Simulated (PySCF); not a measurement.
CH6OSSi. Atoms are numbered in the order given.

```xyz
10

Si     0.7923    -0.3996    -0.5447
O      2.1913    -0.3193     0.3487
S     -0.7128     0.7846     0.4057
C     -2.1947    -0.1881    -0.0209
H      0.2243    -1.7782    -0.6439
H      1.1655     0.0852    -1.8964
H      2.0985    -0.4653     1.2964
H     -2.3996    -0.1592    -1.1004
H     -2.0970    -1.2323     0.3086
H     -3.0401     0.2737     0.5071
```
Charge 0, spin multiplicity 1.

The structure is a stationary point at ωB97X-D3(BJ)/def2-SVP. The structure was generated by enumeration, and PubChem lists no compound with its InChIKey, so it may never have been made. The values are those of a single conformer.

Level of theory: ωB97X-D3(BJ)/def2-SVP (PySCF).

Frequencies are harmonic and unscaled.

Computed harmonic wavenumbers and intensities:
```json
[
 {"mode": "1", "ν (cm⁻¹)": "30", "IR (km/mol)": "0.8", "moving atoms (share of kinetic energy)": "O 26 %, H 26 %, C 22 %, Si 14 %, S 12 %"},
 {"mode": "2", "ν (cm⁻¹)": "106", "IR (km/mol)": "0.5", "moving atoms (share of kinetic energy)": "H 90 %"},
 {"mode": "3", "ν (cm⁻¹)": "177", "IR (km/mol)": "11.8", "moving atoms (share of kinetic energy)": "H 34 %, O 20 %, S 19 %, Si 14 %, C 14 %"},
 {"mode": "4", "ν (cm⁻¹)": "232", "IR (km/mol)": "23.9", "moving atoms (share of kinetic energy)": "H 40 %, C 23 %, S 14 %, O 13 %, Si 11 %"},
 {"mode": "5", "ν (cm⁻¹)": "325", "IR (km/mol)": "100.8", "moving atoms (share of kinetic energy)": "H 60 %, O 27 %"},
 {"mode": "6", "ν (cm⁻¹)": "540", "IR (km/mol)": "55.2", "moving atoms (share of kinetic energy)": "Si 45 %, S 43 %, H 9 %"},
 {"mode": "7", "ν (cm⁻¹)": "621", "IR (km/mol)": "54.2", "moving atoms (share of kinetic energy)": "H 79 %, Si 16 %"},
 {"mode": "8", "ν (cm⁻¹)": "723", "IR (km/mol)": "30.3", "moving atoms (share of kinetic energy)": "H 97 %"},
 {"mode": "9", "ν (cm⁻¹)": "751", "IR (km/mol)": "9.2", "moving atoms (share of kinetic energy)": "C 57 %, S 32 %, H 11 %"},
 {"mode": "10", "ν (cm⁻¹)": "835", "IR (km/mol)": "136.3", "moving atoms (share of kinetic energy)": "H 62 %, O 32 %"},
 {"mode": "11", "ν (cm⁻¹)": "916", "IR (km/mol)": "8.6", "moving atoms (share of kinetic energy)": "H 45 %, O 35 %, Si 20 %"},
 {"mode": "12", "ν (cm⁻¹)": "934", "IR (km/mol)": "465.1", "moving atoms (share of kinetic energy)": "H 76 %, Si 18 %"},
 {"mode": "13", "ν (cm⁻¹)": "979", "IR (km/mol)": "2.6", "moving atoms (share of kinetic energy)": "H 84 %, C 14 %"},
 {"mode": "14", "ν (cm⁻¹)": "986", "IR (km/mol)": "103.8", "moving atoms (share of kinetic energy)": "H 87 %"},
 {"mode": "15", "ν (cm⁻¹)": "990", "IR (km/mol)": "21.3", "moving atoms (share of kinetic energy)": "H 82 %, C 12 %"},
 {"mode": "16", "ν (cm⁻¹)": "1360", "IR (km/mol)": "4.3", "moving atoms (share of kinetic energy)": "H 86 %, C 14 %"},
 {"mode": "17", "ν (cm⁻¹)": "1462", "IR (km/mol)": "10.8", "moving atoms (share of kinetic energy)": "H 96 %"},
 {"mode": "18", "ν (cm⁻¹)": "1471", "IR (km/mol)": "8.6", "moving atoms (share of kinetic energy)": "H 96 %"},
 {"mode": "19", "ν (cm⁻¹)": "2231", "IR (km/mol)": "139.4", "moving atoms (share of kinetic energy)": "H 97 %"},
 {"mode": "20", "ν (cm⁻¹)": "2294", "IR (km/mol)": "125.7", "moving atoms (share of kinetic energy)": "H 97 %"},
 {"mode": "21", "ν (cm⁻¹)": "3083", "IR (km/mol)": "19.7", "moving atoms (share of kinetic energy)": "H 97 %"},
 {"mode": "22", "ν (cm⁻¹)": "3193", "IR (km/mol)": "4.9", "moving atoms (share of kinetic energy)": "H 90 %, C 10 %"},
 {"mode": "23", "ν (cm⁻¹)": "3200", "IR (km/mol)": "1.7", "moving atoms (share of kinetic energy)": "H 90 %, C 10 %"},
 {"mode": "24", "ν (cm⁻¹)": "3925", "IR (km/mol)": "104.1", "moving atoms (share of kinetic energy)": "H 94 %"}
]
```
